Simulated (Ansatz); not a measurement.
Job for Ansatz (a first-principles code): R-CCSD(T)/aug-cc-pV(D+d)Z on HCl (SMILES Cl). Files ending in .json are basis or fitting sets from the Basis Set Exchange.

Ansatz 0.2 input:
```yaml
crystal:
  periodic: [false, false, false]
  atoms:
    - {symbol: Cl, position_ang: [-0.17401669, -0.02806795, 0.46864118]}
    - {symbol: H, position_ang: [-0.20298857, 0.22866111, 1.76144123]}
basis:
  gaussian:
    orbitals: aug-cc-pV_D+d_Z.json
magnetization: {spin_polarized: false}
correlation: {method: ccsd_t, electrons: outside_noble_gas}
scf: {lower_state_search: off}
```

The log:

```
WARN ansatz: RAYON_NUM_THREADS=1 ignored (pool sized by the plan → 1); use --threads N
Functional definition: HF
these checks for a lower state are left out or cut short: stability, starts, cluster_reference, orbital_swaps, neighbouring_geometries, increment
integrals: 0.01 GiB planned
387 factors; integrals over basis functions are off by at most 4.5e-4 eV
mean field: 0.06 GiB planned
mean field evaluation 1: about -12519.3636 eV, gradient 1.0e1 eV
mean field evaluation 2: about -12519.3637 eV, gradient 1.0e1 eV
mean field evaluation 4: about -12519.7742 eV, gradient 1.1e0 eV
mean field evaluation 8: about -12519.7816 eV, gradient 1.6e-5 eV
mean field -12519.78158356 eV, -460.0934869831 hartree, gradient 7.5e-7 eV, S^2 0.000000; 0 other end points of the search recorded, 0 dependent functions left out
5 core orbitals not correlated
reference -12519.78158356 eV, -460.0934869831 hartree; 4, 4 occupied and 32, 32 virtual orbitals, 387 factors
second order -4.43656646 eV of doubles, -0.00000000 eV of singles
coupled cluster: 0.06 GiB planned
cycle   1  -4.81462044 eV  change   -3.8e-1 eV  update   3.9e-2
cycle   2  -4.92152838 eV  change   -1.1e-1 eV  update   1.2e-2
cycle   3  -4.93040184 eV  change   -8.9e-3 eV  update   2.9e-3
cycle   4  -4.93021638 eV  change    1.9e-4 eV  update   6.5e-4
cycle   5  -4.92999446 eV  change    2.2e-4 eV  update   1.3e-4
cycle   6  -4.92998175 eV  change    1.3e-5 eV  update   3.1e-5
cycle   7  -4.92998610 eV  change   -4.4e-6 eV  update   8.5e-6
perturbative correction -0.12240329 eV, -0.0044982378 hartree
Total energy: -12524.83397295 eV, -460.2791588686 hartree
Checks for a lower state left out: stability, starts, cluster_reference, orbital_swaps, neighbouring_geometries, increment
```

The calculation finished and met its thresholds.

Cost: about 0.6 core-seconds (a rough figure).
